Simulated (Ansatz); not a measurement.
Coupled-cluster diagnostics for the cluster La₄⁺ (the lowest doublet isomer of a short search), Ansatz.

Geometry of the doublet (r2SCAN-D4/def2-SVP):

```xyz
4

La   -0.9215    0.3363   -1.9222
La    1.6307   -1.3543   -0.1291
La   -1.3408   -0.9431    1.4095
La    0.6316    1.9611    0.6418
```

In the def2 sets La takes a core potential; there is no spin–orbit coupling. Correlated methods freeze no core orbitals; core or outer-core shells of La are correlated, in sets that lack core-valence functions. In CCSD on the charge 1 doublet the largest single amplitude is 0.27, so its Hartree–Fock determinant may place the open shell otherwise than the density functionals do. No other spin state of charge 1 was run. The geometry of the doublet was relaxed on an unsound state (⟨S²⟩ 3.91, where a pure state has 0.75). The structure comes from a short search, and lower isomers may exist.

Task: Estimate the CCSD(T) correlation energy, the shares of MP2 and (T), T1 and the reference's ⟨S²⟩ for: charge 1, doublet, own geometry in def2-SVP; and the rough time on 4 threads of Arm Neoverse V2 on a shared host.

Result: 
```tsv
state	basis	correlation (eV)	MP2 share (%)	(T) share (%)	T1	⟨S²⟩ (pure)	wall time	remarks
charge 1, doublet, own geometry	def2-SVP	-19.740	91.5	7.0	0.076	4.40 (0.75)	3.5 min	large T1 (0.076), spin-contaminated (⟨S²⟩ 4.40)
```
Customary marks for T1 are 0.02 (closed shells), 0.045 (open shells) and about 0.05 (3d metals). T1 exceeds 0.02 in 1 of 1 rows and 0.045 in 1; the higher it lies, the less the single-reference result can be trusted.
